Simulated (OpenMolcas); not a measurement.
Values are calculated unless marked as measured or tabulated.
**Mn3+: input and output**

Mn3+ among 6 point charges of -1.5 e arranged as a trigonal prism (D3h), 2.11 Å from the ion, with a polar angle of 47.1° against the regular 49.1°.

Input:

```
&GATEWAY
Coord
1

Mn 0.0 0.0 0.0
Basis=ANO-RCC-VDZP
Group=NoSym
NoMove
AngMom=0.0 0.0 0.0
AMFI
XField
6 Angstrom 0
1.546568 0.000000 1.435350 -1.500000
-0.773284 1.339367 1.435350 -1.500000
-0.773284 -1.339367 1.435350 -1.500000
1.546568 0.000000 -1.435350 -1.500000
-0.773284 1.339367 -1.435350 -1.500000
-0.773284 -1.339367 -1.435350 -1.500000
&SEWARD
&RASSCF
FileOrb=start.orb
Symmetry=1
Spin=5
nActEl=4 0 0
Inactive=9
Ras2=5
CIRoot=5 5 1
SDav=5
CIMx=300
Iter=120 100
PrWF=0.3
OrbListing=Nothing
MaxOrb=0
>>> COPY $Project.JobIph JOB001
&RASSCF
FileOrb=start.orb
Symmetry=1
Spin=3
nActEl=4 0 0
Inactive=9
Ras2=5
CIRoot=45 45 1
SDav=45
CIMx=300
Iter=120 100
PrWF=0.3
OrbListing=Nothing
MaxOrb=0
>>> COPY $Project.JobIph JOB002
&RASSCF
FileOrb=start.orb
Symmetry=1
Spin=1
nActEl=4 0 0
Inactive=9
Ras2=5
CIRoot=50 50 1
SDav=50
CIMx=300
Iter=120 100
PrWF=0.3
OrbListing=Nothing
MaxOrb=0
>>> COPY $Project.JobIph JOB003
&RASSI
NrOfJobIphs=3 5 45 50
1 2 3 4 5
1 2 3 4 5 6 7 8 9 10 11 12 13 14 15 16 17 18 19 20 21 22 23 24 25 26 27
28 29 30 31 32 33 34 35 36 37 38 39 40 41 42 43 44 45
1 2 3 4 5 6 7 8 9 10 11 12 13 14 15 16 17 18 19 20 21 22 23 24 25 26 27
28 29 30 31 32 33 34 35 36 37 38 39 40 41 42 43 44 45 46 47 48 49 50
IphNames
JOB001
JOB002
JOB003
EJob
SpinOrbit
DIPRint=1.0
SOCoupling=1000.0
Subsets=2
Property=9
'ANGMOM' 1 'ANGMOM' 2 'ANGMOM' 3 'MLTPL  1' 1 'MLTPL  1' 2 'MLTPL  1' 3
'AMFI' 1 'AMFI' 2 'AMFI' 3
SOProperty=3
'ANGMOM' 1 'ANGMOM' 2 'ANGMOM' 3
```

Launched by
```bash
OMP_NUM_THREADS=1 MOLCAS_MEM=1689 MOLCAS_PROJECT=a pymolcas a.inp > a.log  # once for each step of the input, in one work folder
```

A driver script runs the steps one by one and writes start.orb anew before each from the orbitals found so far.

Output, cut to the results:

```
--- SEWARD ---
Basis set label: MN.ANO-RCC...5S4P2D1F.

      Electronic valence basis set:
      ------------------
      Associated Effective Charge  25.000000 au
      Associated Actual Charge     25.000000 au
      Nuclear Model: Point charge

      Shell  nPrim  nBasis  Cartesian Spherical Contaminant
         s      21       5        X
         p      15       4        X
         d      10       2                 X
         f       6       1                 X
                  Relativistic Douglas-Kroll-Hess integrals:
                    - DKH order of Hamiltonian: 2
                    - DKH order of Properties : 0
                  Atomic mean-field integrals
--- RASSCF ---
Wave function specifications:
      -----------------------------

      Number of closed shell electrons          18
      Number of electrons in active shells       4
      Max number of holes in RAS1 space          0
      Max nr of electrons in RAS3 space          0
      Number of inactive orbitals                9
      Number of active orbitals                  5
      Number of secondary orbitals              20
      Spin quantum number                      2.0
      State symmetry                             1
Orbital specifications:
      -----------------------

      Symmetry species                           1
                                                 a
      Frozen orbitals                            0
      Inactive orbitals                          9
      Active orbitals                            5
      RAS1 orbitals                              0
      RAS2 orbitals                              5
      RAS3 orbitals                              0
      Secondary orbitals                        20
      Deleted orbitals                           0
      Number of basis functions                 34
      Number of CSFs                             5
      Number of root(s) required                 5
      Iter CI   SX   CI       RASSCF       Energy    max ROT     max BLB   max BLB  Level Ln srch  Step   QN
          iter iter root      energy       change     param      element    value   shift minimum  type update
 Nr of preliminary CI iterations:   1
      Total energies have been shifted. Add                -1000.00 au
        1   1    7    0  -161.99458002    0.00E+00  -1.79E-01*   9  22 1 -3.45E-01*  0.00   0.00    SX    NO
        2   1    7    0  -162.14930780   -1.55E-01* -6.27E-02    8  21 1  2.32E-01*  0.22   0.00    SX    NO
        3   1    7    0  -162.17146583   -2.22E-02* -3.31E-02    9  22 1 -7.80E-02*  0.08   0.00    SX    NO
        4   1    6    0  -162.17515074   -3.68E-03* -1.71E-02    8  21 1  4.41E-02*  0.15   0.00    SX    NO
        5   1    6    0  -162.17625533   -1.10E-03*  5.66E-03    9  22 1 -2.22E-02*  0.11   0.66    QN   YES
        6   1    5    0  -162.17664527   -3.90E-04* -4.91E-04    9  22 1 -4.78E-04*  0.12   1.02    QN   YES
        7   1    4    0  -162.17664546   -1.96E-07*  1.91E-04   12  16 1 -1.16E-04*  0.12   0.73    QN   YES
        8   1    4    0  -162.17664551   -4.17E-08* -5.69E-06    8  21 1  1.19E-05   0.12   0.98    QN   YES
        9   1    3    0  -162.17664551   -2.12E-10  -1.28E-06    8  10 1 -3.29E-06   0.12   1.06    QN   YES
      Convergence after  9 iterations
       10   1    3    0  -162.17664551   -1.23E-11  -1.28E-06    7  14 1  6.55E-07   0.12   1.06    QN   YES
      Natural orbitals and occupation numbers for root  1
      sym 1:   1.000000   1.000000   1.000000   0.000000   1.000000
      Natural orbitals and occupation numbers for root  2
      sym 1:   1.000000   0.000000   1.000000   1.000000   1.000000
      Natural orbitals and occupation numbers for root  3
      sym 1:   1.000000   1.000000  -0.000000   1.000000   1.000000
::    RASSCF root number  1 Total energy:  -1162.18457792
::    RASSCF root number  2 Total energy:  -1162.18457791
::    RASSCF root number  3 Total energy:  -1162.18211315
::    RASSCF root number  4 Total energy:  -1162.16597927
::    RASSCF root number  5 Total energy:  -1162.16597927
--- RASSCF ---
Wave function specifications:
      -----------------------------

      Number of closed shell electrons          18
      Number of electrons in active shells       4
      Max number of holes in RAS1 space          0
      Max nr of electrons in RAS3 space          0
      Number of inactive orbitals                9
      Number of active orbitals                  5
      Number of secondary orbitals              20
...
--- RASSI ---
SPIN-FREE ENERGIES:
  (Shifted by EMIN (a.u.) =      -1162.1845779151)

 SF State       Relative EMIN(au)   Rel lowest level(eV)    D:o, cm**(-1)      L_eff

     1             0.0000000000        0.0000000000              0.0000         2.0
     2             0.0000000015        0.0000000406              0.0003         2.0
     3             0.0024647608        0.0670695591            540.9525         2.0
     4             0.0185986419        0.5060948282           4081.9301         2.0
     5             0.0185986419        0.5060948282           4081.9301         2.0
     6             0.1053038787        2.8654645156          23111.5300         5.0
     7             0.1053038787        2.8654645156          23111.5300         5.0
     8             0.1098986074        2.9904934537          24119.9563         4.6
     9             0.1119265974        3.0456778718          24565.0487         4.8
    10             0.1119310359        3.0457986496          24566.0228         4.8
    11             0.1120911277        3.0501549709          24601.1589         4.8
    12             0.1120911277        3.0501549709          24601.1589         4.8
    13             0.1125928382        3.0638072083          24711.2717         4.8
    14             0.1125928390        3.0638072303          24711.2718         4.8
    15             0.1129114427        3.0724768789          24781.1973         4.9
    16             0.1129114427        3.0724768789          24781.1973         4.9
    17             0.1199989594        3.2653380338          26336.7274         2.0
    18             0.1199989602        3.2653380549          26336.7276         2.0
    19             0.1267124652        3.4480218317          27810.1716         2.1
    20             0.1272761712        3.4633610538          27933.8908         3.3
    21             0.1272761712        3.4633610538          27933.8908         3.3
...
```

Spin-orbit levels above the lowest (labels of D3, the rotations of D3h):

```
E (cm-1)  Degeneracy  Label  2S+1                g
     0.0           1     A1     5                 
    12.0           2      E     5   0.00 0.00 5.11
   212.1           1     A2     5                 
   231.5           2      E     5   0.00 0.00 3.04
   300.8           2      E     5   0.00 0.00 6.30
   506.6           2            5  0.00 0.00 10.00
   960.8           2      E     5   0.00 0.00 7.70
    1035           2      E     5   0.00 0.00 3.86
    1056           1     A1     5                 
    4023           1     A2     5                 
    4023           1     A1     5                 
    4224           2      E     5                 
    4416           2      E     5   0.00 0.00 4.00
    4599           2            5   0.00 0.00 8.01
    4775           2      E     5  0.00 0.00 12.01
   23194           2      E     3   0.00 0.00 6.02
   23409           2      E     3  0.00 0.00 10.02
   23622           2            3  0.00 0.00 14.00
   24329           1     A1     3                 
   24408           2      E     3   0.00 0.00 3.92
```

An orbital doublet at a regular site is open to a Jahn-Teller distortion, which this geometry leaves out. Without dynamic correlation the repulsion within the d shell is too large (B by tens of per cent), so at a given field states of lower spin stand too high. The ground term spreads over less than 5000 cm-1, several times less than with real ligands, so orbital moments are less quenched and χT lies further from the spin-only value than at real sites. Point charges carry no covalency, so the field is a model and not that of real ligands. No measured value stands beside these numbers.

The RASSCF and RASSI steps took 20 s on 1 thread of Arm Neoverse V2, on a shared host; the integral step is not counted.

With an even number of electrons the g values are those of a degenerate or nearly degenerate non-Kramers pair.
